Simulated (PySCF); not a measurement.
A structure optimised at ωB97X-D3(BJ)/def2-TZVPD, used in a PySCF frequency run:

```
B
H 1 1.1922
H 1 1.1922 2 129.50
```
Charge 0, spin multiplicity 2.

**Question.** Write its SMILES, formula and point group.

**Answer.** [BH2], BH2, C2v

**Question.** What are its rotational constants (standard atomic weights)?

**Answer.** 1149.9, 215.62, 181.57 GHz
